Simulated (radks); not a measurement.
Ionisation of the technetium ion Tc+, [Kr] 4d5 5s1, to [Kr] 4d5 as the strength of local exchange is varied. Method: scalar-relativistic Kohn-Sham, Slater X-alpha exchange (alpha = 2/3 is LDA exchange), no correlation, spin-polarised, spherical densities, point nucleus; open shells are filled with parallel spins first (spin-orbit coupling, left out, can overturn this in heavy ions); computed with a radial shooting solver on a logarithmic mesh with Libxc functionals.

| alpha | E(Tc+) (hartree) | exchange (hartree) | IE (eV) | -e of the level emptied (eV) | <r> of it (bohr) |
|---|---|---|---|---|---|
| 0.56 | -4258.06502 | -100.25915 | 14.394 | 10.960 (5s) | 3.052 |
| 0.575 | -4260.75586 | -103.00865 | 14.521 | 11.085 (5s) | 3.041 |
| 0.646 | -4273.51519 | -116.06799 | 15.128 | 11.686 (5s) | 2.989 |
| 0.667 | -4277.29625 | -119.94486 | 15.310 | 11.866 (5s) | 2.974 |
| 0.751 | -4292.45322 | -135.51725 | 16.042 | 12.598 (5s) | 2.915 |
| 0.779 | -4297.51717 | -140.73110 | 16.289 | 12.846 (5s) | 2.896 |
| 0.971 | -4332.39775 | -176.79299 | 18.017 | 14.597 (5s) | 2.773 |

NIST Atomic Spectra Database: 15.260 eV (semi-empirical). The Delta-SCF value meets it near alpha = 0.66. Open shells are spherical and high-spin; term and fine-structure splittings are not resolved.
